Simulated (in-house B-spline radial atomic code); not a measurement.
Zn¹⁹⁺. Computed with a B-spline radial atomic code. Model: all-electron spherical atom, spin shells full or empty, radial basis limit, no spin-orbit coupling: exact exchange with a local potential (Slater, KLI or optimised effective potential, whose far tail is KLI's), no correlation.

Empty minority-spin level lies below the highest occupied level: each spin potential is zero at infinity, spin occupations fixed.

Exchange potential has not reached -1/r at the last radius.

The run also made RPA and GW results, which its time includes.

The Slater potential averages the orbital exchange potentials with the orbital densities as weights, KLI adds orbital constants, and the optimised effective potential minimises the exact-exchange energy among local potentials. So their energies lie above Hartree-Fock in the order OEP, KLI, Slater. All fall off as −1/r, unlike LDA and GGA exchange.

Command:
```bash
python run_gw.py task.json out
```
Settings (nuclear radius in fm, other lengths in bohr, energies in hartree):
```
Z                      30
electrons              11
configuration          [Ne] 3s1
hamiltonian            x2c
method                 slater
lmax                   9
rms_radius             3.9283
spin_polarised         True
box_radius             4.23
intervals              94
ion_configuration      [He] 2s2 2p6
```

Cost of the run: 8 s on 1 thread of Arm Neoverse N1 (shared host).

Given: hamiltonian one-electron scalar X2C; mean-field start Slater potential.

Computed: energy above Hartree-Fock 62.018 millihartree.

| radius (bohr) | r times exchange potential up (hartree bohr) | r times exchange potential down (hartree bohr) |
| --- | --- | --- |
| 0.00167 | -0.05396 | -0.053438 |
| 0.002 | -0.064559 | -0.063936 |
| 0.00239 | -0.077043 | -0.0763 |
| 0.00286 | -0.092023 | -0.091138 |
| 0.00343 | -0.11008 | -0.10903 |
| 0.00411 | -0.13146 | -0.1302 |
| 0.00492 | -0.15663 | -0.15514 |
| 0.00589 | -0.18631 | -0.18456 |
| 0.00706 | -0.22141 | -0.21934 |
| 0.00845 | -0.26198 | -0.25958 |
| 0.0101 | ? | ? |
| 0.0121 | -0.36219 | -0.35901 |
| 0.0145 | -0.42271 | -0.41913 |
| 0.0174 | -0.49003 | -0.48606 |
| 0.0208 | -0.56087 | -0.55659 |
| 0.025 | ? | ? |
| 0.0299 | -0.71018 | -0.7057 |
| 0.0358 | -0.77886 | -0.77463 |
| 0.0429 | -0.83625 | -0.83264 |
| 0.0514 | -0.8741 | -0.87168 |
| 0.0615 | -0.88643 | -0.88575 |
| 0.0737 | -0.8814 | -0.88181 |
| 0.0883 | -0.89391 | -0.8916 |
| 0.106 | -0.9611 | -0.95185 |
| 0.127 | -1.0767 | -1.0608 |
| 0.152 | -1.2079 | -1.1885 |
| 0.182 | -1.3231 | -1.304 |
| 0.218 | -1.398 | -1.3827 |
| 0.261 | -1.4154 | -1.4127 |
| 0.312 | -1.3494 | -1.3978 |
| 0.374 | -1.162 | -1.3529 |
| 0.448 | -0.97721 | -1.2969 |
| 0.536 | -0.94061 | -1.243 |
| 0.642 | -0.96669 | -1.1964 |
| 0.769 | -0.98887 | -1.1578 |
| 0.921 | -0.99782 | -1.1261 |
| 1.1 | -0.99986 | -1.1003 |

**Question.** What belongs in the row 0.0101?

**Answer.** r times exchange potential up (hartree bohr): -0.30847; r times exchange potential down (hartree bohr): -0.30569.

**Question.** What belongs in the row 0.025?

**Answer.** r times exchange potential up (hartree bohr): -0.63679; r times exchange potential down (hartree bohr): -0.63231.

| occupied | level (hartree) | Hartree-Fock level (hartree) |
| --- | --- | --- |
| 1s up | -383.87 | -385.92 |
| 1s down | -383.77 | -385.8 |
| 2s up | ? | ? |
| 2s down | -71.873 | -72.095 |
| 2p up | -66.581 | -66.208 |
| 2p down | -66.563 | -66.137 |
| 3s up | -27.455 | -27.085 |

**Question.** What belongs in the row 2s up?

**Answer.** level (hartree): -71.867; Hartree-Fock level (hartree): -72.266.

```json
{"empty": "3s down", "level (hartree)": "-27.854"}
{"empty": "3p down", "level (hartree)": "?"}
{"empty": "3p up", "level (hartree)": "-25.843"}
{"empty": "3d down", "level (hartree)": "-24.113"}
{"empty": "3d up", "level (hartree)": "-23.732"}
{"empty": "4s down", "level (hartree)": "-14.724"}
{"empty": "4s up", "level (hartree)": "-14.577"}
{"empty": "4p down", "level (hartree)": "-14.072"}
{"empty": "4p up", "level (hartree)": "-13.928"}
{"empty": "4d down", "level (hartree)": "-13.245"}
{"empty": "4d up", "level (hartree)": "?"}
{"empty": "4f down", "level (hartree)": "-12.825"}
{"empty": "4f up", "level (hartree)": "-12.592"}
```

**Question.** What belongs in the row 3p down?

**Answer.** level (hartree): -26.244.

**Question.** What belongs in the row 4d up?

**Answer.** level (hartree): -13.116.

The highest level, 3s up, differs from Hartree-Fock by -10 eV and the deepest, 1s up, by +55.7 eV: the Slater potential lacks the response part and is deeper than the optimised one throughout, so the top level comes too deep.
